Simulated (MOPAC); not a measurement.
MOPAC input (PM3):

```
PM3 1SCF CHARGE=1 GEO-OK AUX(PRECISION=9) THREADS=1
CH3Zn

Zn   -0.34635109 1   -0.19918104 1   -0.27335905 1
C     1.09346963 1    0.62883710 1    0.86302549 1
H     1.56320467 1   -0.22494741 1    1.34319911 1
H     0.54464400 1    1.28148225 1    1.53608599 1
H     1.72186619 1    1.14587364 1    0.14333342 1
```

Question: What heat of formation does the run end on, and which ionisation energy by Koopmans theorem?

Answer: 229.59 kcal/mol; 17.05 eV.
